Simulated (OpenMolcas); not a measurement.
## OpenMolcas input wanted

AlF3 has 4 atoms, charge 0, and is taken as a singlet. SMILES: `F[Al](F)F`. Geometry: relaxed at PBE0-D4/def2-TZVP.

```xyz
4

F     0.8594   -0.7226    1.1802
Al    0.0000    0.0000    0.0000
F    -1.4407   -0.6125   -0.4501
F     0.5813    1.3351   -0.7300
```

Settings wanted:

- method: DFT
- reference: RKS
- integral approximation: none
- symmetry: none
- basis set: 6-311+G**
- task: gradient
- functional: BHLYP
- nucleus: point
- integration grid: UltraFine
- SCF convergence threshold: 1e-10
- d and f functions: spherical

Task: Write the OpenMolcas 26.06 input and the command.

Result: One that was run (others would do as well):

calc.inp:
```
* AlF3 Kohn-Sham DFT
>>> EXPORT MOLCAS_PRINT=2

&gateway
 baslib
 $CurrDir
 coord
 4
 angstrom
 F        0.859410      -0.722590       1.180170
 Al       0.000000      -0.000010       0.000000
 F       -1.440740      -0.612530      -0.450110
 F        0.581330       1.335130      -0.730040
 basis
 6-311pGss
 group
 NoSym

&seward
 gridinput
 Grid=UltraFine
 End of Grid

&scf
 ksdft
 HYB_GGA_XC_BHANDHLYP
 thresholds
 1e-10 1e-07 1e-07 1e-05
 prorbitals
 1

&alaska
```

```bash
$ export MOLCAS_MEM=1860
$ pymolcas calc.inp > calc.log
```

(Basis files named in the input come from the Basis Set Exchange and aren't shown.)

Calculated total energy: -542.17448 Eh, largest force 0.354 eV/Å.
